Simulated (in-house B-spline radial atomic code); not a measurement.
**Solving the quasi-particle equation for 4s up of Ge³⁺**

Configuration [Ar] 3d10 4s1, highest spin, start LDA VWN5; correlation leaves out the 5 deepest shells. Computed with a B-spline radial code for spherical atoms: all electrons, scalar-relativistic (spin-free one-electron X2C), finite nucleus, each spin shell either full or empty, empty states to l = 9 with an (l + 1/2)⁻⁴ tail; G0W0 by contour deformation at full frequency.

RPA overbinds a lone outer s electron by self-correlation, and G0W0 tends to as well.

At the mean-field level ε = -41.532 eV the matrix elements are Σx = -18.25 eV, v_xc = -14.714 eV and Σc(ε) = -1.956 eV, and the slope of the correlation self-energy is dΣc/dω = -0.0449. The quasi-particle energy solves E = ε + Σx − v_xc + Σc(E).

**Question.** What does the linearised equation give?

**Answer.** Z = 1/(1 − dΣc/dω) = 1/1.0449 = 0.9570. The first-order shift is Σx − v_xc + Σc(ε) = -18.25 − (-14.714) + (-1.956) = -5.492 eV, so E ≈ ε + Z × shift = -41.532 + 0.9570 × (-5.492) = -46.788 eV.

**Question.** How does that compare with the full solution and with static screening?

**Answer.** Solving the equation at full frequency dependence gives E = -46.810 eV, where Σc = -1.741 eV and the weight is 0.964; the linearised value is off by 22 meV. Leaving Z out would give -47.024 eV. Static COHSEX puts -3.508 eV in place of Σc and gives -48.576 eV, 1.77 eV deeper. The tabulated removal energy is 45.715 ± 0.0012 eV (NIST, measured); the run leaves out spin-orbit coupling, Breit and QED terms.
